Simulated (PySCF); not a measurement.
A structure optimised at PBE0-D3(BJ)/def2-SVP, used in a PySCF frequency run:

```xyz
9

Si     1.5335    -0.0142    -0.5570
N      0.1899     0.2636     0.5219
Si    -1.5083    -0.0391     0.2497
H      1.1685    -1.1706    -1.4381
H      2.7561    -0.3364     0.2548
H      0.4082     0.8337     1.3366
H     -2.1345    -0.6117     1.4809
H     -1.6078    -1.0116    -0.8762
H     -2.2732     1.1968    -0.1097
```
Charge 0, spin multiplicity 2.

Write its SMILES and formula.

[SiH2]N[SiH3], H6NSi2

What are its rotational constants (standard atomic weights)?

27.411, 3.0684, 2.8808 GHz
